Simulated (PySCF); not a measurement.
# Bond lengths and vibrations by method: B3ClH3 cation

Calculated results; nothing here was measured. They come from PySCF 2.14.0, an open-source quantum chemistry program, on an isolated molecule that a program drew, which may never have been made. The molecule is B3ClH3 cation (charge +1, singlet), drawn as the SMILES string `BB[B+]Cl`.

The geometry was optimised and harmonic frequencies were computed with HF and MP2, all in the cc-pV(D+d)Z basis, for the commonest isotopes, with a restricted reference for singlets and an unrestricted one otherwise, and a frozen core in MP2. Each result is a local minimum of its method.

Geometry at the HF minimum:
```xyz
7
B3ClH3 cation, angstrom
B    -1.4731    0.7080   -2.0643
B    -0.8542    2.2777   -2.0426
B    -1.5991    3.5750   -1.2123
Cl   -2.3121    4.7942   -0.4237
H    -1.1337   -0.0745   -1.2269
H    -2.2332    0.3828   -2.9276
H     0.1507    2.5909   -2.6081
```

Lengths of the bonds as drawn, in Å (atoms numbered as above):
```
  bond     HF    MP2
 B1-B2  1.687  1.676
 B2-B3  1.711  1.695
B3-Cl4  1.618  1.620
 B1-H5  1.195  1.204
 B1-H6  1.195  1.204
 B2-H7  1.195  1.205
```

Rotational constants, in GHz:
| constant | HF | MP2 |
|---|---|---|
| A | 31.72 | 30.88 |
| B | 2.132 | 2.166 |
| C | 2.033 | 2.061 |

Harmonic frequencies in cm^-1, each column in rising order, so a row needn't be the same motion in every method:
```
rank,HF,MP2
1,122,110
2,212,206
3,371,337
4,380,362
5,463,?
6,532,536
7,794,747
8,860,811
9,963,935
10,1068,1013
11,1227,1142
12,1331,1339
13,2705,2639
14,2758,2687
15,2801,2739
```

**Estimate the missing MP2 frequency from the HF column.**

A single factor s that minimises the squared misfit of MP2 against s times HF over the other rows is sum(HF x MP2) / sum(HF^2) = 0.9725, with an rms misfit of 24 cm^-1. For rank 5 it gives 0.9725 x 463 = 450 cm^-1. The calculation gives 451 cm^-1, 1 cm^-1 above the estimate. The drawn bonds are on average 0.1 % longer in MP2 than in HF.
